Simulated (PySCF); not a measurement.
Si (silicon, neutral) across methods

[Ne] 3s1 3p2 3d1, one real determinant (an excited configuration). All numbers are calculated (PySCF 2.14, the spin-free X2C one-electron Hamiltonian (Gaussian nucleus), in aug-cc-pCVTZ-DK).

| method | E (hartree) | mean ε 3s α (eV) | mean ε 3p α (eV) | mean ε 3d α (eV) | Σ⟨r²⟩ (bohr²) | ⟨S²⟩ |
| --- | --- | --- | --- | --- | --- | --- |
| UHF | -289.08171 | -21.327 | -11.859 | -1.379 | 47.71 | 6.000 |
| PBE | -289.4272 | -14.748 | -7.367 | -0.160 | 45.95 | 6.000 |
| B97-3 | -289.5251 | -16.503 | -8.539 | -0.583 | 46.62 | 6.000 |
| CAM-B3LYP | -289.5577 | -17.944 | -9.729 | -1.071 | 46.27 | 6.000 |
| wB97X-V | -289.5021 | -19.060 | -10.765 | -1.668 | 46.03 | 6.000 |
| LDA | -288.4004 | -14.764 | -7.366 | -0.126 | 45.93 | 6.000 |
| PBE0 | -289.4491 | -16.501 | -8.586 | -0.553 | 46.18 | 6.000 |

(1) Estimate the same row for r2SCAN.

⟨L²⟩ = 7.99 against 12 for a pure F term, so this real determinant mixes terms. The outer electron is Rydberg-like, and this basis confines it to a smaller radius and binds it less than a complete one would.

Results:

(1) E (hartree) = -289.5490; mean ε 3s α (eV) = -15.425; mean ε 3p α (eV) = -7.744; mean ε 3d α (eV) = -0.100; Σ⟨r²⟩ (bohr²) = 46.32; ⟨S²⟩ = 6.000.
